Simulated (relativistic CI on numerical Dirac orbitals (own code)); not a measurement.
# Ag³¹⁺: computed level list

Calculated at this level of theory: Dirac-Coulomb-Breit CI, separate exchange-only KLI orbitals for each configuration, model QED (radiative potential, 1s self-energy scaled to tabulated hydrogen-like ionisation energies), unscaled Slater integrals (own radial code, finite nucleus).

Configurations in the expansion (outside the closed core [Ne]): 3s²3p⁴, 3s3p⁵, 3s²3p³3d, 3p⁶, 3s3p⁴3d, 3p⁵3d, 3s3p³3d², 3s²3p²3d4p, 3p⁵4s, 3s3p³3d4s, 3s²3p³4s, 3p⁵4p, 3s²3p²3d², 3s²3p3d³, 3s3p²3d³, 3s²3p3d²4s, 3p⁴3d², 3p³3d³, 3p³3d²4s, 3s²3p²3d4s, 3s3p²3d²4s, 3s²3p3d4s². Double excitations out of closed p, d and f shells are left out; levels of such configurations are missing from the list, as are those of other unlisted configurations, and high levels can miss mixing partners.

The lowest level is 3s²3p⁴ ³P2, with 74 % of that term; Hund's rules for 3s²3p⁴ give ³P with J = 2, in agreement.

| No. | Configuration | Term | J | E (eV) | % | Next component (%) | Landé g | Lifetime (s) |
| --- | --- | --- | --- | --- | --- | --- | --- | --- |
| 1 | 3s²3p⁴ | ³P | 2 | 0.000 | 74 | 24 ¹D | 1.372 |  |
| 2 | 3s²3p⁴ | ¹S | 0 | 10.294 | 53 | 45 ³P |  | 2.32e-01 |
| 3 | 3s²3p⁴ | ³P | 1 | 38.200 | 98 | 1 3s3p⁴3d ³P | 1.497 | 1.71e-06 |
| 4 | 3s²3p⁴ | ¹D | 2 | 44.366 | 74 | 24 ³P | 1.119 | 2.89e-06 |
| 5 | 3s²3p⁴ | ³P | 0 | 87.052 | 53 | 44 ¹S |  | 5.64e-07 |
| 6 | 3s3p⁵ | ³P° | 2 | 122.668 | 61 | 23 3s²3p³3d ³P° | 1.464 | 1.05e-10 |
| 7 | 3s²3p³3d | ⁵D° | 1 | 127.187 | 24 | 22 ³P° | 1.259 | 2.08e-10 |
| 8 | 3s²3p³3d | ³F° | 2 | 129.823 | 31 | 28 ³D° | 1.052 | 2.25e-10 |
| 9 | 3s²3p³3d | ⁵D° | 0 | 131.752 | 49 | 40 ³P° |  | 1.59e-08 |
| 10 | 3s²3p³3d | ⁵D° | 3 | 131.848 | 33 | 26 ³F° | 1.234 | 1.78e-09 |
| 11 | 3s²3p³3d | ⁵D° | 4 | 139.459 | 46 | 37 ³F° | 1.328 | 2.17e-04 |
| 12 | 3s²3p³3d | ⁵D° | 1 | 143.557 | 33 | 29 3s3p⁵ ³P° | 1.380 | 1.84e-11 |
| 13 | 3s²3p³3d | ⁵D° | 2 | 146.752 | 37 | 27 ³D° | 1.334 | 2.44e-11 |
| 14 | 3s²3p³3d | ³G° | 3 | 152.648 | 29 | 18 ⁵D° | 1.088 | 2.34e-11 |
| 15 | 3s²3p³3d | ³D° | 1 | 159.034 | 67 | 17 ³P° | 0.802 | 3.05e-11 |
| 16 | 3s3p⁵ | ³P° | 0 | 160.153 | 43 | 36 3s²3p³3d ³P° |  | 1.23e-10 |
| 17 | 3s²3p³3d | ³D° | 1 | 162.931 | 34 | 21 ¹P° | 1.025 | 7.72e-11 |
| 18 | 3s²3p³3d | ³F° | 2 | 163.458 | 46 | 33 ³D° | 0.985 | 2.50e-10 |
| 19 | 3s²3p³3d | ¹S° | 0 | 166.612 | 46 | 25 ⁵D° |  | 9.74e-11 |
| 20 | 3s²3p³3d | ³F° | 3 | 166.929 | 55 | 16 ⁵D° | 1.130 | 2.90e-10 |
| 21 | 3s²3p³3d | ³D° | 3 | 171.629 | 63 | 19 ⁵D° | 1.292 | 3.01e-10 |
| 22 | 3s²3p³3d | ³D° | 1 | 172.340 | 47 | 18 3s3p⁵ ¹P° | 0.847 | 3.63e-11 |
| 23 | 3s²3p³3d | ³G° | 4 | 172.592 | 66 | 19 ⁵D° | 1.156 | 5.15e-06 |
| 24 | 3s²3p³3d | ¹G° | 4 | 174.804 | 41 | 37 ³F° | 1.193 | 3.45e-06 |
| 25 | 3s²3p³3d | ³F° | 2 | 179.553 | 47 | 31 ¹D° | 0.913 | 3.66e-11 |
| 26 | 3s²3p³3d | ³F° | 4 | 179.901 | 55 | 35 ¹G° | 1.147 | 1.42e-05 |
| 27 | 3s²3p³3d | ³G° | 5 | 182.228 | 99 | 1 3s3p³3d² ³G° | 1.196 | 1.08e-05 |
| 28 | 3s²3p³3d | ³S° | 1 | 188.489 | 34 | 18 ³D° | 1.405 | 4.71e-12 |
| 29 | 3s²3p³3d | ³P° | 2 | 191.299 | 33 | 26 ³D° | 1.264 | 5.32e-12 |
| 30 | 3s²3p³3d | ³P° | 0 | 191.425 | 44 | 30 ¹S° |  | 1.76e-11 |
| 31 | 3s²3p³3d | ³P° | 2 | 192.163 | 35 | 33 ³D° | 1.223 | 5.50e-12 |
| 32 | 3s²3p³3d | ³D° | 3 | 192.507 | 66 | 15 ³G° | 1.192 | 2.74e-12 |
| 33 | 3s²3p³3d | ³F° | 3 | 195.889 | 40 | 33 ³D° | 1.142 | 1.27e-10 |
| 34 | 3s²3p³3d | ³P° | 1 | 197.729 | 49 | 16 ¹P° | 1.296 | 2.25e-12 |
| 35 | 3s²3p³3d | ³D° | 2 | 197.929 | 37 | 30 ³F° | 1.081 | 6.07e-12 |
| 36 | 3s²3p³3d | ¹F° | 3 | 201.281 | 48 | 20 ³F° | 1.056 | 7.50e-12 |
| 37 | 3s²3p³3d | ³S° | 1 | 204.278 | 25 | 21 ³D° | 1.236 | 2.57e-12 |
| 38 | 3s²3p³3d | ¹D° | 2 | 209.598 | 42 | 33 ³D° | 1.160 | 2.99e-12 |
| 39 | 3s²3p³3d | ¹P° | 1 | 209.684 | 35 | 27 ³D° | 1.083 | 2.77e-12 |
| 40 | 3s²3p³3d | ³F° | 4 | 222.397 | 55 | 16 ³G° | 1.206 | 8.85e-07 |
| 41 | 3s²3p³3d | ³P° | 2 | 225.090 | 45 | 22 ³D° | 1.276 | 8.02e-11 |
| 42 | 3s²3p³3d | ³P° | 0 | 228.188 | 69 | 20 3s3p⁵ ³P° |  | 1.89e-12 |
| 43 | 3s²3p³3d | ³P° | 1 | 230.122 | 32 | 21 ³D° | 1.211 | 2.15e-12 |
| 44 | 3s²3p³3d | ³D° | 3 | 232.683 | 46 | 32 ¹F° | 1.187 | 2.09e-10 |
| 45 | 3s²3p³3d | ¹F° | 3 | 235.151 | 59 | 21 ³D° | 1.061 | 2.43e-12 |
| 46 | 3s²3p³3d | ³D° | 2 | 235.292 | 41 | 40 ¹D° | 1.036 | 2.91e-12 |
| 47 | 3s3p⁴3d | ⁵D | 2 | 246.097 | 51 | 15 ⁵P | 1.470 | 8.46e-11 |
| 48 | 3s3p⁴3d | ⁵D | 3 | 246.519 | 58 | 10 ⁵F | 1.428 | 9.84e-11 |
| 49 | 3s3p⁴3d | ⁵D | 1 | 248.195 | 39 | 25 ⁵P | 1.695 | 7.08e-11 |
| 50 | 3s3p⁴3d | ⁵D | 4 | 250.141 | 54 | 23 ⁵F | 1.417 | 1.07e-10 |
| 51 | 3s3p⁴3d | ⁵D | 0 | 253.991 | 41 | 35 ³P |  | 6.82e-11 |
| 52 | 3s²3p³3d | ¹P° | 1 | 256.726 | 48 | 34 ³D° | 0.910 | 2.86e-12 |
| 53 | 3s²3p²3d² | ³F | 2 | 258.541 | 23 | 21 ⁵G | 0.877 | 2.08e-10 |
| 54 | 3s3p⁴3d | ¹S | 0 | 258.634 | 40 | 36 3p⁶ ¹S |  | 3.22e-11 |
| 55 | 3s3p⁴3d | ⁵F | 5 | 261.147 | 77 | 16 ³G | 1.360 | 3.68e-11 |
| 56 | 3s3p⁴3d | ³F | 4 | 262.349 | 49 | 12 ⁵D | 1.243 | 5.24e-11 |
| 57 | 3s3p⁴3d | ³D | 1 | 263.032 | 37 | 27 ⁵P | 1.355 | 2.29e-11 |
| 58 | 3s3p⁴3d | ³D | 2 | 267.353 | 28 | 24 ⁵P | 1.373 | 3.31e-11 |
| 59 | 3s3p⁴3d | ⁵F | 3 | 268.677 | 24 | 12 ³G | 1.148 | 2.48e-11 |
| 60 | 3s3p⁴3d | ⁵F | 1 | 271.650 | 28 | 18 ⁵P | 1.027 | 1.79e-11 |
| 61 | 3s3p⁴3d | ³P | 1 | 273.031 | 26 | 23 ⁵F | 0.958 | 2.05e-11 |
| 62 | 3s3p⁴3d | ³F | 3 | 275.101 | 23 | 19 3s²3p²3d² ⁵G | 1.038 | 1.70e-11 |
| 63 | 3s²3p²3d² | ⁵G | 2 | 275.290 | 30 | 23 3s3p⁴3d ⁵F | 0.858 | 1.77e-11 |
| 64 | 3s3p⁴3d | ⁵F | 4 | 276.143 | 23 | 20 ³F | 1.196 | 2.28e-11 |
| 65 | 3s3p⁴3d | ⁵D | 0 | 276.834 | 35 | 34 3s²3p²3d² ³P |  | 4.52e-11 |
| 66 | 3s3p⁴3d | ⁵F | 2 | 277.726 | 22 | 13 ³D | 1.141 | 2.32e-11 |
| 67 | 3s3p⁴3d | ³D | 3 | 278.396 | 29 | 25 ⁵P | 1.320 | 2.11e-11 |
| 68 | 3s3p⁴3d | ³P | 0 | 280.399 | 42 | 20 3s²3p²3d² ⁵D |  | 2.31e-11 |
| 69 | 3s3p⁴3d | ³D | 1 | 281.865 | 28 | 18 ⁵D | 1.078 | 2.54e-11 |
| 70 | 3s3p⁴3d | ³D | 3 | 282.398 | 23 | 21 ⁵P | 1.272 | 1.39e-11 |

Energies count from the lowest computed level; ° marks odd parity; lifetimes are radiative, by E1, M1, E2, M2, E3 decay to levels of this space only.

The mean weight of the leading LS term, summed over parents, in these 70 levels is 45 %, and that of the leading jj configuration (from the same eigenvectors) 64 %, so jj coupling describes them better and the LS labels are nominal.

At this charge energies of transitions that change n are usually good to better than 1 %, and those within a shell (Δn = 0) to a few per cent.

LS names give the leading component of a level, which can be under half, so a name can repeat, a term be missing and a line seem to break the LS rules.
